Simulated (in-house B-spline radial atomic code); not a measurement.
## The barium ion Ba⁺: [Xe] 6s1

Computed with a radial B-spline atomic code at the basis-set limit: Dirac-Kohn-Sham PBE, spherical fractional occupations, Fermi nucleus of rms radius 4.8378 fm.

Screening seen three ways: the hydrogenic charge with the same mean radius, Z_r = [3n² - l(l+1)]/(2<r>), the one with the same energy, Z_e = n√(-2ε), and Slater's rules. Values are occupation-weighted means over j. An effective charge above Z reflects the relativistic contraction of the inner shells.

```tsv
shell	electrons	ε (eV)	<r> (bohr)	Z_r	Z_e	Slater
1s	2	-37232	0.02558	58.64	52.31	55.70
2s	2	-5887.5	0.1093	54.90	41.60	51.85
2p	6	-5291.9	0.09593	52.12	39.44	51.85
3s	2	-1247.3	0.2916	46.29	28.72	44.75
3p	6	-1054.9	0.2895	43.18	26.42	44.75
3d	10	-769.6	0.2666	39.38	22.56	34.85
4s	2	-249.32	0.6739	35.61	17.12	28.25
4p	6	-187.01	0.715	32.17	14.83	28.25
4d	10	-95.276	0.8006	26.23	10.59	16.85
5s	2	-39.293	1.638	22.90	8.50	10.25
5p	6	-24.407	1.911	19.10	6.70	10.25
6s	1	-7.5816	4.332	12.47	4.48	3.20
```

The least bound orbital is 6s1/2 at -7.582 eV, and it is also the most diffuse (<r> = 4.332 bohr).

Spin-orbit splittings of the orbital energies (j = l + 1/2 above j = l - 1/2 when positive): 2p 381.7 eV, 3p 73.79 eV, 3d 15.73 eV, 4p 15.38 eV, 4d 2.614 eV, 5p 2.086 eV.

For the 1s electron the small component carries 4.28 % of the norm, the zero-frequency Breit interaction raises the level by 97.8 eV, self-energy by 56.7 eV, and vacuum polarisation lowers it by 8.193 eV.
